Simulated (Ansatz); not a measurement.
`[OH][Ga]([Cl])[O][SiH3]` + H–F → `[OH][Ga]([F])[O][SiH3]` + HCl  (ligand exchange at a Ga–Cl bond)

Isolated molecules relaxed with PBE0-D4/def2-TZVP in Ansatz; ΔE leaves out vibrations. CCSD(T)/CBS adds triple-zeta CCSD(T) − MP2 to the extrapolated MP2 energy (def2 sets, frozen cores). This one scheme is used for every species. DFT in def2-TZVPP. B3LYP here is the variant with VWN-RPA as its local correlation; programs differ in this. For Ga outer-core shells are correlated without core-valence functions, which leaves a few kJ/mol of doubt a bond. Scalar relativity is left out up to krypton. Each species was taken in one conformer, which may not be the lowest.

```csv
level,ΔE (kJ/mol)
PBE-D4,35.3
PBE0-D4,40.2
B3LYP-D4,33.5
SCS-MP2/def2-TZVPP,31.0
```

Problem. What does CCSD(T)/CBS give? (Estimate.)

Solution. Ansatz gave: +39.2 kJ/mol. The listed levels differ from it by -3.9, 1.0, -5.7, -8.2 kJ/mol.

Largest T1 diagnostic among the species: 0.014.

The D4 term adds +6.2 kJ/mol with B3LYP and +3.5 kJ/mol with PBE0; it sums over pairs of atoms, weighted by their polarisabilities, and B3LYP, whose exchange is more repulsive, gets the larger term. From PBE to PBE0 (25 % exact exchange), in def2-TZVPP and without D4, ΔE moves by +5.3 kJ/mol.
